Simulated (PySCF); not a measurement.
Calculated NMR parameters of C=C[Si@@H]1[SiH2][SiH2][Si@H]1C

```yaml
Formula: C3H12Si4
SMILES: C=C[Si@@H]1[SiH2][SiH2][Si@H]1C
InChI: InChI=1S/C3H12Si4/c1-3-7-5-4-6(7)2/h3,6-7H,1,4-5H2,2H3/t6-,7-/m1/s1
Point_group_of_the_computed_structure: C1
Degrees_of_unsaturation: 2
Carbon_signals: 3
Proton_signals: 10
```

Molfile (atoms numbered from 1):
```
C3H12Si4
     RDKit          3D

 19 19  0  0  0  0  0  0  0  0999 V2000
    3.4236   -0.7620    0.8319 C   0  0  0  0  0  0  0  0  0  0  0  0
    2.1253   -0.6085    1.0415 C   0  0  0  0  0  0  0  0  0  0  0  0
    0.9401    0.3388   -0.0694 Si  0  0  2  0  0  4  0  0  0  0  0  0
   -0.3582    1.8921    1.1597 Si  0  0  0  0  0  4  0  0  0  0  0  0
   -2.2740    0.5611    0.8394 Si  0  0  0  0  0  4  0  0  0  0  0  0
   -1.0338   -0.8987   -0.5488 Si  0  0  1  0  0  4  0  0  0  0  0  0
   -1.5542   -0.7481   -2.3762 C   0  0  0  0  0  0  0  0  0  0  0  0
    4.0676   -1.3109    1.5033 H   0  0  0  0  0  0  0  0  0  0  0  0
    3.9055   -0.3353   -0.0335 H   0  0  0  0  0  0  0  0  0  0  0  0
    1.6944   -1.0582    1.9293 H   0  0  0  0  0  0  0  0  0  0  0  0
    1.7732    0.8351   -1.1818 H   0  0  0  0  0  0  0  0  0  0  0  0
    0.0453    2.1598    2.5468 H   0  0  0  0  0  0  0  0  0  0  0  0
   -0.4351    3.2419    0.5827 H   0  0  0  0  0  0  0  0  0  0  0  0
   -2.8305   -0.0338    2.0626 H   0  0  0  0  0  0  0  0  0  0  0  0
   -3.4446    1.2174    0.2394 H   0  0  0  0  0  0  0  0  0  0  0  0
   -1.0669   -2.3490   -0.2701 H   0  0  0  0  0  0  0  0  0  0  0  0
   -0.8982   -1.3135   -3.0318 H   0  0  0  0  0  0  0  0  0  0  0  0
   -1.5229    0.2897   -2.6966 H   0  0  0  0  0  0  0  0  0  0  0  0
   -2.5665   -1.1085   -2.5358 H   0  0  0  0  0  0  0  0  0  0  0  0
  1  2  2  0
  2  3  1  0
  3  4  1  0
  4  5  1  0
  5  6  1  0
  6  7  1  0
  6  3  1  0
  1  8  1  0
  1  9  1  0
  2 10  1  0
  3 11  1  6
  4 12  1  0
  4 13  1  0
  5 14  1  0
  5 15  1  0
  6 16  1  1
  7 17  1  0
  7 18  1  0
  7 19  1  0
M  END
```

- coordinates at the GFN2-xTB level
- σ from GIAO-PBE0/pcSseg-1
- run in PySCF
- non-relativistic Hamiltonian, one averaged value for each set of equivalent atoms, isolated molecule, one conformer

Chemical shifts δ = σref − σ; $^{1}$H, $^{13}$C, $^{29}$Si against TMS, all at this level.

```tsv
carbon	δC, type	δH (multiplicity)	HMBC from (2–3 bonds)	span of the C tensor (ppm)
C1	140.5, CH2	H8 6.29 (m); H9 6.17 (m)	H10, H11	234
C2	140.3, CH	6.49 (m)	H8, H9, H11, H16, H13, H12	250
C7	-6.1, CH3	0.41 (d)	H11, H16, H14, H15	14
```

Other nuclei:
```
atoms    nucleus                                                    environment  δ (ppm)  σ (ppm)
  H11    $^{1}$H  hydrogen on a silicon bonded to C, 2 Si, in a 4-membered ring     4.90    26.81
  H16    $^{1}$H  hydrogen on a silicon bonded to C, 2 Si, in a 4-membered ring     4.84    26.88
  H14    $^{1}$H     hydrogen on a silicon bonded to 2 Si, in a 4-membered ring     4.16    27.56
  H13    $^{1}$H     hydrogen on a silicon bonded to 2 Si, in a 4-membered ring     4.14    27.58
  H12    $^{1}$H     hydrogen on a silicon bonded to 2 Si, in a 4-membered ring     4.04    27.67
  H15    $^{1}$H     hydrogen on a silicon bonded to 2 Si, in a 4-membered ring     3.95    27.77
  Si3  $^{29}$Si             silicon bonded to C, 2 Si, H, in a 4-membered ring    -34.7    383.8
  Si6  $^{29}$Si             silicon bonded to C, 2 Si, H, in a 4-membered ring    -43.1    392.2
  Si5  $^{29}$Si              silicon bonded to 2 Si, 2 H, in a 4-membered ring    -96.9    446.0
  Si4  $^{29}$Si              silicon bonded to 2 Si, 2 H, in a 4-membered ring    -99.1    448.2
```

Carbon types of the structure: 1 × CH, 1 × CH2, 1 × CH3, leaving 6 H on heteroatoms. δC 140.5: terminal =CH2 carbon; an sp2 carbon of a C=C bond. δC 140.3: alkene CH; an sp2 carbon of a C=C bond. δC -6.1: methyl carbon bonded to Si; an electropositive neighbour leaves it electron-rich and shielded. δH 6.49: hydrogen on an alkene CH; a vinylic proton, deshielded by the sp2 carbon and the C=C anisotropy. δH 0.41: hydrogen on a methyl carbon bonded to Si; an electropositive neighbour shields it, as in TMS itself.

Shifts are as computed. Against solution values, carbons near 30 ppm lie about +3 ppm off and those near 130 ppm about +5 ppm. Of 1211 compounds with measured shifts, 218 miss one by over three times the rms of a fit or turn the order of signals round; such compounds aren't used in these exercises. No couplings were computed; multiplicities are counted from neighbouring protons, with m where these are inequivalent, close in shift, in a saturated or five-membered ring or joined by F or P, and br s for small geminal =CH2 splittings.
